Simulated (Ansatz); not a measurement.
B2ClH3OS, SMILES `BSB(O)Cl`. Charge 0, multiplicity 1.

```tsv
atom	x (Å)	y (Å)	z (Å)
B1	-1.432	1.003	0.499
S2	-0.805	-0.235	-0.616
B3	0.960	-0.535	-0.180
O4	1.650	-1.441	-0.896
Cl5	1.808	0.285	1.110
H6	-0.746	1.484	1.340
H7	-2.573	1.302	0.336
H8	1.138	-1.863	-1.593
```

**Question.** List the harmonic frequencies (cm⁻¹, unscaled) at PBE0-D4/def2-TZVP in Ansatz. (An estimate is asked.)

**Answer.** Computed: 46, 197, 312, 326, 345, 525, 527, 578, 788, 813, 880, 950, 1120, 1198, 1359, 2623, 2736, 3863.

**Question.** Is this a minimum?

**Answer.** Yes, all 18 modes are real.

**Question.** Give the ideal-gas thermochemistry at 298.15 K and 1 bar (rigid rotor, harmonic oscillator; point group Cs, symmetry number 1).

**Answer.** Zero-point energy 114.8 kJ/mol; H(298) − E = 133.8 kJ/mol; entropy 338.0 J/(mol·K), of which translation 167.3, rotation 114.5, vibration 56.3; G(298) − E = 33.0 kJ/mol. Modes under 100 cm⁻¹ are hindered rotations or soft bends, so the harmonic entropy is rough.
